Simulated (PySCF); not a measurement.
# Cost of excited-state runs on SMILES FC(S(=O)(=O)C=C=CO)(F)F, C4H3F3O3S

Mapped SMILES: `[O:1]=[S:2](=[O:3])([CH:4]=[C:5]=[CH:6][OH:7])[C:8]([F:9])([F:10])[F:11]`. Each H is labelled by its parent atom.

PySCF with density fitting, on 1 thread of an Arm Neoverse N1, shared host. Command: `OMP_NUM_THREADS=1 python excited_run.py task.json out`

(1) How long does each of these runs take, and how much memory?
- first hyperpolarisability, CAM-B3LYP/aug-cc-pVDZ; usual settings
- excited states, CAM-B3LYP/aug-cc-pVDZ; Tamm-Dancoff; spin-orbit couplings; 6 states; 5 triplets; quadratic response for 4 states; IEF-PCM dimethylsulfoxide
- excited states, CAM-B3LYP/aug-cc-pVDZ; Tamm-Dancoff; spin-orbit couplings; 6 states; 5 triplets; quadratic response for 4 states
- excited states, CAM-B3LYP/aug-cc-pVDZ; two-photon moments; 8 states; quadratic response for 6 states; 0 triplets

## Answers

(1) 
```csv
run,level,basis functions,wall time,peak memory (GiB)
first hyperpolarisability,CAM-B3LYP/aug-cc-pVDZ,284,2.6 min,1.2
excited states,CAM-B3LYP/aug-cc-pVDZ,284,2.8 min,1.3
excited states,CAM-B3LYP/aug-cc-pVDZ,284,2.7 min,1.2
excited states,CAM-B3LYP/aug-cc-pVDZ,284,3.5 min,1.2
```
Times from a shared host are rough.
